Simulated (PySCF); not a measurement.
Species: C4H6OS2.
Structure used (PBE0-D3(BJ)/def2-SVP), in Å, numbered top down from 1:
```xyz
13
C4H6OS2 angstrom
O      1.5549    0.5151   -1.5121
C      1.9015    0.2511   -0.3942
C      1.0749    0.5027    0.8525
S     -0.1521    1.8297    0.6881
C     -1.5686    0.7543    0.2614
C     -1.0648   -0.6378   -0.0739
S      0.2128   -1.0782    1.1381
H      2.8629   -0.2860   -0.1877
H      1.7201    0.6946    1.7237
H     -2.0893    1.1954   -0.6021
H     -2.2555    0.7310    1.1201
H     -1.8621   -1.3933   -0.0043
H     -0.6315   -0.6654   -1.0856
```

Computed, not measured: core-valence-separated Tamm–Dancoff BHandHLYP/aug-pcX-1 (pcseg-1 on H, def2-SVPD on S) in PySCF, non-relativistic, gas phase, PBE0-D3(BJ)/def2-SVP geometry. Absolute energies from this functional tend to lie a few eV below measured edges; no shift was applied.

The lowest roots of each edge with f over 0.003 (five at most, numbered afresh; weaker and dark ones are left out), with transition dipoles (au) in the frame of the coordinates:

| root | edge | E (eV) | μx | μy | μz |
| --- | --- | --- | --- | --- | --- |
| 1 | C | 283.29 | 0.0497 | 0.0935 | 0.0060 |
| 2 | C | 285.33 | 0.0216 | 0.0650 | -0.0074 |
| 3 | C | 285.35 | 0.0793 | 0.0010 | 0.0547 |
| 4 | C | 285.61 | 0.0137 | 0.0681 | -0.0150 |
| 5 | C | 286.40 | 0.0676 | -0.0240 | -0.0023 |
| 6 | O | 528.45 | -0.0302 | -0.0550 | -0.0040 |

Problem. What are the oscillator strengths?

Solution. f = (2/3) ΔE |μ|², with ΔE in hartree (27.2114 eV):

| root | ΔE (Eh) | \|μ\|² (au) | f | core hole on |
| --- | --- | --- | --- | --- |
| 1 | 10.4108 | 0.011248 | 0.078 | C2 |
| 2 | 10.4857 | 0.004746 | 0.033 | C5 + C6 |
| 3 | 10.4864 | 0.009282 | 0.065 | C5 + C6 |
| 4 | 10.4959 | 0.005050 | 0.035 | C3 |
| 5 | 10.5249 | 0.005151 | 0.036 | C3 |
| 6 | 19.4203 | 0.003953 | 0.051 | O1 |

Problem. Molecules are fixed in this frame and the field points along z. What effective strengths 3 f cos²θ do the roots have (θ between field and μ)?

Solution. root 1 (C2): 0.001, root 2 (C5 + C6): 0.001, root 3 (C5 + C6): 0.063, root 4 (C3): 0.005, root 5 (C3): 0.000, root 6 (O1): 0.001. Root 3 is the strongest. Averaged over all orientations cos²θ is 1/3, which gives f back.

One conformer stands for the species.
